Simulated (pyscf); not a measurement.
Single points on ωB97X-D3(BJ)/def2-SVP structures (PySCF, gas phase). Correlated levels are frozen-core, on RHF or UHF. ΔMP2 is the change of the MP2 total energy from the triple- to the quadruple-zeta basis.

For the elementary gas-phase step TeH₂ (SMILES [TeH2]) + GeH₂ (SMILES [GeH2]) [singlet] -> H₃Ge–TeH (SMILES [GeH3][TeH]) (singlet surface; H–Te broken, Ge–Te, Ge–H formed), what barrier and reaction energy does CCSD(T)/def2-TZVPP + ΔMP2(QZVPP) give, measured from the separated reactants?

ΔE‡ = -10.3 kcal/mol, ΔE = -55.9 kcal/mol. Zero-point energy shifts the barrier by +1.8 kcal/mol. It is an insertion, with an imaginary mode of 542i cm⁻¹. On the reactant side the descent ends in an adduct with a Ge–Te, Ge–H contact, 11.3 kcal/mol under the separated species and 0.9 kcal/mol under the saddle at ωB97X-D3(BJ)/def2-TZVP. At CCSD(T) the saddle lies under the separated reactants, which points to a path from their complex (located at ωB97X-D3(BJ) alone). What is counted as formed (Ge–Te, Ge–H) is already present as a longer contact in the reactant adduct; forming that adduct is a step of its own. This is the saddle that the search found; another between the same sides may lie lower. The CCSD(T) − MP2 part came from Ansatz, without density fitting, on the same reference. The frozen core leaves the outer d or s,p core shells of the metals and heavy elements correlated in the MP2 and CC values, and def2-TZVPP describes them poorly, which can shift differences by a few kcal/mol. Elements up to Kr have no core potential and no relativistic terms here. Elements past Kr carry the def2 core potentials, without spin-orbit coupling.
